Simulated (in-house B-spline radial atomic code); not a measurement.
Configurations of Ir4+, with energies counted from [Xe] 4f14 5d5. Level of theory: Dirac-Hartree-Fock, average of configuration, Fermi nucleus of rms radius 5.4032 fm; calculated with a B-spline radial code for spherical atoms. Energies include first-order Breit, QED and recoil terms.

Occupations are held fixed; configurations that lie above the ionisation limit could autoionise.

```csv
configuration,E - E(ref) (eV),highest orbital,its <r> (bohr)
[Xe] 4f14 5d4 8p1,43.231,8p3/2,7.818
[Xe] 4f13 5d5 6s1,73.952,6s1/2,2.256
[Kr] 4d10 4f14 5s2 5p5 5d5 7s1,87.678,7s1/2,4.304
[Kr] 4d10 4f14 5s2 5p5 5d5 8s1,96.906,8s1/2,6.886
[Xe] 4f13 5d5 7s1,97.052,7s1/2,4.281
[Kr] 4d10 4f14 5s2 5p5 5d5 9s1,101.67,9s1/2,10.06
[Kr] 4d10 4f14 5s2 5p5 5d5 7f1,101.84,7f7/2,8.943
[Kr] 4d10 4f14 5s2 5p5 5d5 8f1,104.55,8f7/2,12.74
[Kr] 4d10 4f14 5s2 5p5 5d5 7g1,104.88,7g7/2,12.57
```

Problem. Order these further configurations by energy, lowest first.
A. [Xe] 4f14 5d4 9s1
B. [Xe] 4f13 5d6
C. [Xe] 4f14 5d4 6g1
D. [Xe] 4f13 5d5 9g1
E. [Xe] 4f14 5d4 9f1

Solution. A (46.077 eV), C (46.742 eV), E (50.703 eV), B (62.946 eV), D (117.14 eV).

Problem. How far above the reference does [Xe] 4f13 5d5 8p1 lie?

Solution. 108.26 eV; its least bound orbital is 8p3/2 with <r> = 7.759 bohr.

Problem. How far above the reference does [Kr] 4d10 4f14 5s2 5p5 5d5 9f1 lie?

Solution. 106.3 eV; its least bound orbital is 9f7/2 with <r> = 17.14 bohr.

Problem. How far above the reference does [Xe] 4f14 5d4 7f1 lie?

Solution. 46.276 eV; its least bound orbital is 7f7/2 with <r> = 9.006 bohr.
